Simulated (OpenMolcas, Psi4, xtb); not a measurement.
InHCl (SMILES [Cl][InH]): the dipole moment, rung by rung

InHCl has 3 atoms, charge 0, and is taken as a doublet. As SMILES, `[Cl][InH]`. The shape is that of a PBE0-D4/def2-TZVP optimisation.

```csv
atom,x (Å),y (Å),z (Å)
Cl,-1.6498,0.3968,-0.8674
In,0.4095,0.5424,0.2861
H,1.2294,-1.0039,0.5681
```

Quantity: the dipole moment, in D. The values are calculated.

```tsv
level	kind	program	value (D)	CPU time
GFN0-xTB	semi-empirical	xtb	4.59	under 2 s
UHF/def2-TZVPP (core potential)	Hartree–Fock	OpenMolcas	3.11	16 s
USVWN5/def2-TZVPP (core potential)	LDA	OpenMolcas	2.61	27 s
UBLYP/def2-TZVPP (core potential)	GGA	OpenMolcas	2.58	36 s
U-r2SCAN/def2-TZVPP (core potential)	meta-GGA	OpenMolcas	2.77	43 s
UBHLYP/def2-TZVPP (core potential)	global hybrid	OpenMolcas	3.00	36 s
U-wB97M-V/def2-TZVPP (core potential)	range-separated hybrid	Psi4	2.85	70 s
U-wB97X-V/def2-TZVPP (core potential)	range-separated hybrid	Psi4	2.93	45 s
```

The values span 2.58 to 4.59 D. Magnitudes only. Times are those of the runs behind each value, whatever else they computed, on shared processors of several kinds: orders of magnitude only.
